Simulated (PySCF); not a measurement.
## Magnetic susceptibility: `CC(=O)[P@@](C)(=N)C(F)(F)F`, C4H7F3NOP

Geometry (Å), atoms numbered from 1 in this order:
```xyz
17

C     2.187   -1.001   -0.014
C     1.349    0.155    0.380
O     1.618    1.035    1.148
P    -0.320    0.161   -0.469
C    -0.998    1.854   -0.268
N    -0.190   -0.611   -1.805
C    -1.378   -0.710    0.889
F    -2.650   -0.793    0.465
F    -1.404   -0.129    2.091
F    -0.935   -1.963    1.063
H     3.202   -0.910    0.365
H     2.167   -1.080   -1.100
H     1.721   -1.908    0.374
H    -0.553    2.486   -1.036
H    -2.081    1.830   -0.400
H    -0.750    2.242    0.720
H    -0.995   -0.645   -2.413
```

Computed with GIAO BHandHLYP/pcSseg-1 magnetisability, rotational g tensor and spin-rotation constants, non-relativistic, gas phase (PySCF 2.14.0). Geometry: GFN2-xTB.

Problem. What are the magnetisability and the molar susceptibility?

Solution. Isotropic -1383 × 10⁻³⁰ J/T², or -83.3 × 10⁻⁶ cm³/mol; principal values -1528, -1394, -1227 × 10⁻³⁰ J/T², anisotropy 261 × 10⁻³⁰ J/T² (root of half the summed squared differences of the principal values). The susceptibility is in cgs units.

Problem. Split it along the inertial axes a, b, c into diamagnetic and paramagnetic parts about the centre of mass, with the quadrupole moment.

Solution. 
```csv
axis,χ (10⁻⁶ cm³/mol),diamagnetic (10⁻⁶ cm³/mol),paramagnetic (10⁻⁶ cm³/mol),summed x² of all electrons (Å²),quadrupole Θ (D Å)
a,-85.3,-921.8,836.5,203.9,-1.60
b,-87.6,-1302.9,1215.3,114.1,+8.60
c,-76.9,-1349.3,1272.4,103.2,-6.99
```
Anisotropies 2χaa − χbb − χcc = -6.1 and 2χbb − χaa − χcc = -12.9 × 10⁻⁶ cm³/mol. Θ is traceless in Buckingham's convention.

Problem. And the rotational g tensor?

Solution. 
```csv
axis,rotational constant (GHz),g,nuclear part,electronic part
a,1.4618,-0.0209,0.5536,-0.5745
b,0.9522,-0.0153,0.5284,-0.5437
c,0.9166,-0.0153,0.5326,-0.5479
```
Asymmetric top; isotopes 12C, 19F, 1H, 14N, 16O, 31P; no vibrational averaging.
